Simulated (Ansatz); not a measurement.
Basis-set extrapolation for FH3MgOSi, SMILES `[F][Mg][O][SiH3]` (PBE0-D4/def2-TZVP geometry, frozen core, Ansatz). Multiplicity 1, RHF reference. For Mg the program correlates outer-core shells too, which these sets cover unevenly, so the extrapolated numbers aren't a true limit.

```
                      def2-TZVPP   def2-QZVPP
                 HF  -664.843506  -664.872790
    MP2 correlation    -0.816639    -0.911952
CCSD(T) correlation    -0.861316      not run
```

Energies in hartree. Use E(X) = E(∞) + A·exp(−7.88·√X) for Hartree–Fock and E(X) = E(∞) + B·X^(−2.97) for correlation, with X = 3 and 4, and add CCSD(T) minus MP2 of the smaller set to the MP2 limit.

Question: What is the CCSD(T) energy at the basis-set limit?

Answer: HF limit: -664.872790 + (-0.029284) × 0.13774 = -664.87682. MP2 limit: -0.911952 + (-0.095313) × 0.74074 = -0.98255. Higher-order term: -0.861316 − (-0.816639) = -0.04468. Total: -665.90405 hartree, 523.1 kJ/mol below CCSD(T)/def2-TZVPP.
